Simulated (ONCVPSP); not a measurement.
# Sc: ONCV pseudisation with LDA (Perdew-Wang 92), scalar-relativistic reference atom.

Input for ONCVPSP 4.0.1:

```
# ATOM AND REFERENCE CONFIGURATION
# atsym  z   nc   nv     iexc    psfile
  Sc 21.00    3    5  -001012      upf
#
#   n    l    f
    1    0    2.00
    2    0    2.00
    2    1    6.00
    3    0    2.00
    3    1    6.00
    3    2    1.00
    4    0    1.00
    4    1    1.00
#
# PSEUDOPOTENTIAL AND OPTIMIZATION
# lmax
    2
#
#   l,   rc,      ep,       ncon, nbas, qcut
    0    2.15    0.00    5   10    4.60
    1    1.75    0.00    3    8    9.30
    2    1.55    0.00    4    9   10.80
#
# LOCAL POTENTIAL
# lloc, lpopt,  rc(5),   dvloc0
    4    5    1.30    0.00
#
# VANDERBILT-KLEINMAN-BYLANDER PROJECTORs
# l, nproj, debl
    0    2    0.40
    1    2    0.90
    2    2    2.80
#
# MODEL CORE CHARGE
# icmod, fcfact, rcfact
    3    4.50    1.45
#
# LOG DERIVATIVE ANALYSIS
# epsh1, epsh2, depsh
   -4.00    5.00    0.02
#
# OUTPUT GRID
# rlmax, drl
    6.00    0.01
#
# TEST CONFIGURATIONS
# ncnf
    4
# nvcnf
#   n    l    f
    5
    3    0    2.00
    3    1    6.00
    3    2    1.00
    4    0    2.00
    4    1    0.00
#
    5
    3    0    2.00
    3    1    6.00
    3    2    1.00
    4    0    1.00
    4    1    0.00
#
    5
    3    0    2.00
    3    1    6.00
    3    2    1.00
    4    0    0.00
    4    1    0.00
#
    5
    3    0    2.00
    3    1    6.00
    3    2    1.00
    4    0    0.00
    4    1    1.00
#
```

Command:

```bash
oncvpsp.x < Sc.dat > Sc.out
```

The program printed (shortened: citation, most of the input echo, consistency checks and plot data are left out):

```
ONCVPSP  (Optimized Norm-Conservinng Vanderbilt PSeudopotential)
scalar-relativistic version 4.0.1

#   n    l    f        energy (Ha)
    1    0    2.00    -1.6119961E+02
    2    0    2.00    -1.7427865E+01
    2    1    6.00    -1.4306775E+01
    3    0    2.00    -2.0582878E+00
    3    1    6.00    -1.2808670E+00
    3    2    1.00    -1.6805968E-01
    4    0    1.00    -1.8407105E-01
    4    1    1.00    -7.7051814E-02

Reference configufation results
  iterations    27
  all-electron total energy (Ha)   -7.62215504D+02

Begin loop to  construct optimized pseudo wave functions
and semi-local pseudopoentials for all angular momenta

Calculating optimized projector #   1

 for l=   0

    Fraction of norm inside rc  0.983806
    Optimizing pswf for qcut=   4.60 a_B^-1,  ecut=  10.60 Ha
    Residual kinetic energy error=  8.35D-06 Ha

    Energy error per electron        Cutoff
         Ha          eV             Ha
         0.01000     0.27211        4.98
         0.00100     0.02721        6.67
         0.00010     0.00272        8.20
         0.00001     0.00027       10.02

Calculating optimized projector #   2

 for l=   0

    Fraction of norm inside rc  0.108062
    Optimizing pswf for qcut=   4.60 a_B^-1,  ecut=  10.60 Ha
    Residual kinetic energy error=  4.73D-05 Ha

    Energy error per electron        Cutoff
         Ha          eV             Ha
         0.01000     0.27211        3.65
         0.00100     0.02721        5.33
         0.00010     0.00272        7.51
         0.00001     0.00027       34.82

Calculating optimized projector #   1

 for l=   1

    Fraction of norm inside rc  0.886699
    Optimizing pswf for qcut=   9.31 a_B^-1,  ecut=  43.33 Ha
    Residual kinetic energy error=  1.12D-09 Ha

    Energy error per electron        Cutoff
         Ha          eV             Ha
         0.01000     0.27211       13.48
         0.00100     0.02721       18.14
         0.00010     0.00272       22.24
         0.00001     0.00027       25.83

Calculating optimized projector #   2

 for l=   1

    Fraction of norm inside rc  0.025392
    Optimizing pswf for qcut=   9.31 a_B^-1,  ecut=  43.33 Ha
    Residual kinetic energy error=  9.45D-11 Ha

    Energy error per electron        Cutoff
         Ha          eV             Ha
         0.01000     0.27211        8.04
         0.00100     0.02721       13.00
         0.00010     0.00272       17.59
         0.00001     0.00027       21.61

   Wellstate for l =  2  n =  5
     eigenvalue =   2.6319
     asymptotic potential =   3.1319
     half-point radius =  3.1412

Calculating optimized projector #   1

 for l=   2

    Fraction of norm inside rc  0.507597
    Optimizing pswf for qcut=  10.80 a_B^-1,  ecut=  58.30 Ha
    Residual kinetic energy error=  1.01D-07 Ha

    Energy error per electron        Cutoff
         Ha          eV             Ha
         0.01000     0.27211       30.04
         0.00100     0.02721       38.20
         0.00010     0.00272       44.91
         0.00001     0.00027       50.20

Calculating optimized projector #   2

 for l=   2

    Fraction of norm inside rc  0.121191
    Optimizing pswf for qcut=  10.80 a_B^-1,  ecut=  58.30 Ha
    Residual kinetic energy error=  1.96D-06 Ha

    Energy error per electron        Cutoff
         Ha          eV             Ha
         0.01000     0.27211       34.45
         0.00100     0.02721       43.04
         0.00010     0.00272       49.69
         0.00001     0.00027       54.70

Construct Vanderbilt / Kleinmman-Bylander projectors

B matrix Hermiticity error, ll=   0
   1   2    1.0947E-04

  Orthonormal projector coefficients  4.5987E+00  7.7159E-01

B matrix Hermiticity error, ll=   1
   1   2    4.7553E-05

  Orthonormal projector coefficients  1.8784E+00  2.2137E-01

B matrix Hermiticity error, ll=   2
   1   2   -1.4569E-04

  Orthonormal projector coefficients -6.4538E+00 -1.4498E+00

Model core correction analysis
  based on d2Exc/dn_idn_j

d2excae - all-electron derivatives

   -3.896700D-02   -3.587413D-02   -2.306291D-02   -2.921121D-03
   -1.408832D-03
   -3.587442D-02   -3.404971D-02   -2.331698D-02   -3.848460D-03
   -1.715643D-03
   -2.306340D-02   -2.331715D-02   -2.210920D-02   -1.212356D-02
   -6.678466D-03
   -2.920996D-03   -3.847915D-03   -1.211816D-02   -2.869320D-02
   -2.271467D-02
   -1.408871D-03   -1.715606D-03   -6.675905D-03   -2.271252D-02
   -2.507216D-02

d2excps - pseudofunction derivatives with no core correction

   -4.847956D-02   -3.940786D-02   -2.521579D-02   -3.879414D-03
   -1.694190D-03
   -3.940874D-02   -3.768742D-02   -2.620793D-02   -4.072194D-03
   -1.892027D-03
   -2.521655D-02   -2.620826D-02   -2.377363D-02   -1.221150D-02
   -6.796678D-03
   -3.879642D-03   -4.071668D-03   -1.220611D-02   -2.878027D-02
   -2.273215D-02
   -1.694295D-03   -1.892007D-03   -6.794122D-03   -2.273000D-02
   -2.508107D-02

rms 2nd derivative error    2.527228E-03

rmatch, rhocmatch    0.5680   13.8801

Teter function model core charge with specified parameters

d2excps - pseudofunction derivatives with core correction

   -3.698690D-02   -3.399966D-02   -2.258955D-02   -2.919707D-03
   -1.406058D-03
   -3.399953D-02   -3.434088D-02   -2.443251D-02   -3.656852D-03
   -1.720798D-03
   -2.258972D-02   -2.443268D-02   -2.280419D-02   -1.201713D-02
   -6.707172D-03
   -2.919543D-03   -3.656288D-03   -1.201173D-02   -2.869822D-02
   -2.270956D-02
   -1.406077D-03   -1.720758D-03   -6.704612D-03   -2.270742D-02
   -2.507217D-02

rms 2nd derivative error    7.629566E-04

Pseudoatom total energy  -47.085052

Diagnostic tests using Vanderbilt-Kleinman-Bylander pseudopotentials
  1 or more projectors used as specified by nproj input data

   l    rcore       rmatch      e in        delta e   norm test  slope test

   0   2.1562441   2.2217123  -2.0582878   0.0000009   1.0001049   1.0000907
   0   2.1562441   2.2217123  -0.1840711   0.0000007   1.0000136   1.0000102

   1   1.7594081   1.8128275  -1.2808670  -0.0000009   1.0000786   1.0000858
   1   1.7594081   1.8128275  -0.0770518   0.0000017   1.0000420   1.0000325

   2   1.5517044   1.5988175  -0.1680597   0.0000018   1.0000358   1.0000326
   2   1.5517044   1.5988175   2.6319403   0.0000525   1.0001477   1.0001477

 Testing for bound ghosts
   n   l    E NL Schr. Eq   E Basis Diag.   E Cutoff

   1   0       -2.058287       -2.058287     96.83
   2   0       -0.184070       -0.163948     96.83

   2   1       -1.280868       -1.280849     98.07
   3   1       -0.077050        0.059422     98.07

   3   2       -0.168058       -0.154388    183.79

 Testing for highly-localized positive-energy ghosts
       l    <radius>/rc     E Basis Diag.   E Cutoff

Test configuration 0

   n   l     f        eae           eps        diff
   1   0  2.0000 -161.19961463
   2   0  2.0000  -17.42786537
   2   1  6.0000  -14.30677538
   3   0  2.0000   -2.05828775   -2.05828682    9.30D-07
   3   1  6.0000   -1.28086697   -1.28086786   -8.98D-07
   3   2  1.0000   -0.16805968   -0.16805785    1.83D-06
   4   0  1.0000   -0.18407105   -0.18407039    6.62D-07
   4   1  1.0000   -0.07705181   -0.07705012    1.69D-06

    Total energies and differences
      AE_ref= -7.62215504D+02  AE_tst= -7.62215504D+02  dif=  0.00D+00
      PS_ref= -4.70850516D+01  PS_tst= -4.70850516D+01  dif=  4.97D-14
      PSP excitation error= -4.97D-14

Test configuration 1

   n   l     f        eae           eps        diff
   1   0  2.0000 -161.15120622
   2   0  2.0000  -17.38071545
   2   1  6.0000  -14.25961717
   3   0  2.0000   -2.01069275   -2.01005181    6.41D-04
   3   1  6.0000   -1.23357231   -1.23335294    2.19D-04
   3   2  1.0000   -0.12590997   -0.12587015    3.98D-05
   4   0  2.0000   -0.15774660   -0.15773395    1.26D-05

    Total energies and differences
      AE_ref= -7.62215504D+02  AE_tst= -7.62319845D+02  dif= -1.04D-01
      PS_ref= -4.70850516D+01  PS_tst= -4.71893855D+01  dif= -1.04D-01
      PSP excitation error= -7.25D-06

Test configuration 2

   n   l     f        eae           eps        diff
   1   0  2.0000 -161.41578363
   2   0  2.0000  -17.64127451
   2   1  6.0000  -14.52052580
   3   0  2.0000   -2.27092329   -2.27084193    8.14D-05
   3   1  6.0000   -1.49345287   -1.49339548    5.74D-05
   3   2  1.0000   -0.37591945   -0.37593701   -1.76D-05
   4   0  1.0000   -0.36577374   -0.36576493    8.81D-06

    Total energies and differences
      AE_ref= -7.62215504D+02  AE_tst= -7.62060358D+02  dif=  1.55D-01
      PS_ref= -4.70850516D+01  PS_tst= -4.69298979D+01  dif=  1.55D-01
      PSP excitation error= -7.43D-06

Test configuration 3

   n   l     f        eae           eps        diff
   1   0  2.0000 -161.73174929
   2   0  2.0000  -17.95148960
   2   1  6.0000  -14.83122311
   3   0  2.0000   -2.57845224   -2.57960561   -1.15D-03
   3   1  6.0000   -1.79966014   -1.80001284   -3.53D-04
   3   2  1.0000   -0.66621922   -0.66644687   -2.28D-04

    Total energies and differences
      AE_ref= -7.62215504D+02  AE_tst= -7.61584264D+02  dif=  6.31D-01
      PS_ref= -4.70850516D+01  PS_tst= -4.64537471D+01  dif=  6.31D-01
      PSP excitation error= -6.47D-05

Test configuration 4

   n   l     f        eae           eps        diff
   1   0  2.0000 -161.46006259
   2   0  2.0000  -17.68491691
   2   1  6.0000  -14.56406062
   3   0  2.0000   -2.31475237   -2.31565000   -8.98D-04
   3   1  6.0000   -1.53673031   -1.53705367   -3.23D-04
   3   2  1.0000   -0.41413048   -0.41426533   -1.35D-04
   4   1  1.0000   -0.25910615   -0.25911239   -6.24D-06

    Total energies and differences
      AE_ref= -7.62215504D+02  AE_tst= -7.61931696D+02  dif=  2.84D-01
      PS_ref= -4.70850516D+01  PS_tst= -4.68012080D+01  dif=  2.84D-01
      PSP excitation error= -3.59D-05
```

The run took about 4 s on one core of a shared server CPU.
